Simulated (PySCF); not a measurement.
W(O)(NH)(Cl)(SH) (ClH₂NOSW), SMILES [NH]=[W]([SH])([Cl])=[O], multiplicity 1. Atoms are numbered in the order given.

```xyz
7

W      0.1415    -0.1089    -0.1187
O      1.8144    -0.3649     0.1148
N     -0.4599    -1.1266    -1.4182
H     -0.2480    -1.8146    -2.1399
Cl    -0.2773     2.0960    -0.6456
S     -0.9222    -0.8530     1.8534
H     -2.0492    -1.3036     1.2525
```
Charge 0, spin multiplicity 1.

Geometry: B3LYP-D3(BJ)/def2-SVP. The multiplicity is an assumed one; no other spin state was optimised. The structure was generated by enumeration; whether it is a known compound was not checked. The def2 effective core potentials stand for the cores of W; spin–orbit coupling is left out. Other conformers were not sampled.

These are PBE/def2-TZVP (PySCF) values and carry that method's errors.

ESP charges are fitted to the potential on shells at 1.4 to 2.0 van der Waals radii. Atomic charges (e):

```
atom  ESP fit  Mulliken  Löwdin
----  -------  --------  ------
W1       0.75      1.08    0.16
O2      -0.30     -0.39   -0.23
N3      -0.66     -0.50   -0.31
H4       0.41      0.25    0.16
Cl5     -0.15     -0.29    0.07
S6      -0.23     -0.35    0.09
H7       0.19      0.19    0.07
```
